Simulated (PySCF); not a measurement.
C2H5FSi2. Atoms are numbered in the order given.

```xyz
10

C      2.0638     1.9242     0.2672
C      1.3410     1.0115    -0.0902
Si     0.1784    -0.3138    -0.5824
F      0.8053    -1.7566    -0.1408
Si    -1.8603    -0.0029     0.5371
H      2.7080     2.7268     0.5787
H      0.0451    -0.3195    -2.0634
H     -2.8256    -1.0825     0.1787
H     -1.6270    -0.0137     2.0096
H     -2.4306     1.3170     0.1361
```
Charge 0, spin multiplicity 1.

Coordinates come from a B3LYP-D3(BJ)/def2-SVP optimisation. The structure was generated by enumeration; whether it is a known compound was not checked.

The numbers are results of PBE/def2-TZVP run with PySCF, not measurements.

Isolated molecule, no solvent.

Q: Estimate the frontier levels, gap, dipole moment and polarisability. (Estimate from the structure and the level; the computed values follow.)

A: 
- highest occupied level = -6.92 eV
- lowest empty level = -2.06 eV
- orbital gap = 4.86 eV
- dipole moment = 1.67 D
- quadrupole, principal values (traceless, Buckingham form, about the centre of nuclear charge) = -7.04, -2.25, 9.29 D·Å
- mean static polarisability = 78.4 bohr³ (11.62 Å³)
- polarisability, principal values = 60.0, 72.6, 102.6 bohr³
